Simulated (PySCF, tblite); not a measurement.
C₅H₇NO₃Si.
Cartesian coordinates in Å at the GFN2-xTB level; atoms count from 1:
```xyz
17
C5H7NO3Si angstrom
C     -3.077    0.332    0.240
C     -2.145   -0.823    0.312
C     -0.812   -0.710    0.384
C     -0.006   -1.875    0.451
N      0.643   -2.818    0.510
O     -0.192    0.501    0.389
Si     1.342    0.977    0.579
O      2.207    0.166   -0.589
C      3.476    0.371   -0.856
O      4.170    1.186   -0.329
H     -2.525    1.267    0.238
H     -3.756    0.316    1.092
H     -3.684    0.266   -0.663
H     -2.574   -1.815    0.305
H      1.205    2.379    0.248
H      1.898    0.609    1.872
H      3.823   -0.315   -1.647
```

Computed with PBE0/pcSseg-1 in PySCF (dipole) on a GFN2-xTB geometry, gas phase.

Take the most abundant isotopes and a rigid rotor. The values belong to one conformer with, in the numbering `[CH3:1]/[CH:2]=[C:3](/[C:4]#[N:5])[O:6][SiH2:7][O:8][CH:9]=[O:10]`, C2–C3–O6–Si7 174°, C3–O6–Si7–O8 56°, O6–Si7–O8–C9 173°, Si7–O8–C9–O10 -2°.

Problem. What are A, B and C (MHz)?

Solution. Ia = 227.73, Ib = 798.02, Ic = 967.53 u·Å²; 505379 MHz·u·Å²/I gives A = 2219, B = 633.3, C = 522.3 MHz.

Problem. Classify the top.

Solution. An asymmetric top; Ray's κ = -0.869.

Problem. Is it planar, by Δ = Ic − Ia − Ib?

Solution. Not planar: Δ = Ic − Ia − Ib = -58.21 u·Å². For a rigid frame Δ = −2 Σ m c², so Σ m c² = 29.10 u·Å² lies off the ab plane: 7.75 from hydrogen and 21.35 from heavier atoms. The atom farthest from that plane is 1.89 Å away.

Problem. Give the other two planar moments, Paa and Pbb, and the rms extents of the mass along the axes.

Solution. Paa = Σ m a² = (Ib + Ic − Ia)/2 = 768.91 and Pbb = Σ m b² = (Ia + Ic − Ib)/2 = 198.62 u·Å². With the mass M = 157.02 u, the rms extents √(P/M) along a, b and c are 2.21, 1.12, 0.43 Å.

Problem. Predict some low-J microwave lines.

Solution. The dipole components are |μa| = 3.12 D, |μb| = 2.41 D, |μc| = 0.74 D. The squared components, which scale the intensities, stand as 1.00 : 0.59 : 0.06 (a : b : c). Some lines, for components of 0.1 D or more:

```
type  branch         J(Ka,Kc)    MHz  lower level (cm⁻¹)
   a       R  1(0,1) ← 0(0,0)   1156               0.000
   b       Q  1(1,0) ← 1(0,1)   1697               0.039
   b       Q  3(1,2) ← 3(0,3)   1999               0.230
   a       R  2(1,2) ← 1(1,1)   2200               0.091
   a       R  2(0,2) ← 1(0,1)   2306               0.039
   b       R  1(1,1) ← 0(0,0)   2742               0.000
   a       R  3(0,3) ← 2(0,2)   3445               0.115
   a       R  3(2,1) ← 2(2,0)   3489               0.335
   c       R  3(1,2) ← 2(0,2)   5443               0.115
   c       R  2(2,1) ← 1(1,1)   7291               0.091
   b       Q  3(3,0) ← 3(2,1)   8183               0.451
   c       R  3(2,1) ← 2(1,1)   8253               0.176
   c       R  3(2,2) ← 2(1,2)   8558               0.165
   b       R  3(3,0) ← 2(2,1)  11678               0.335
```

Problem. Estimate the classical rotational partition function at 10 K, 25 K and 298.15 K.

Solution. Point group C1, symmetry number σ = 1; q = (√π/σ)·√((kT/h)³/(ABC)), k/h = 20836.6 MHz/K: 6220 at 10 K, 24600 at 25 K, 1010000 at 298.15 K.

Its lowest GFN2-xTB frequency is 15 cm⁻¹, too small to tell a flat minimum from a shallow saddle. Zero-point vibration and centrifugal distortion are left out. A rigid rotor knows nothing of internal rotation, which can split or shift real lines. Quadrupole hyperfine structure (14N) is left out.

Time: 71 s (with the writing of density and orbital grids); peak memory 0.91 GiB. Hardware: an Arm Neoverse V1 with one thread, no GPU (shared host). This is the PBE0/pcSseg-1 job that gave the dipole, with the shieldings it also computed.
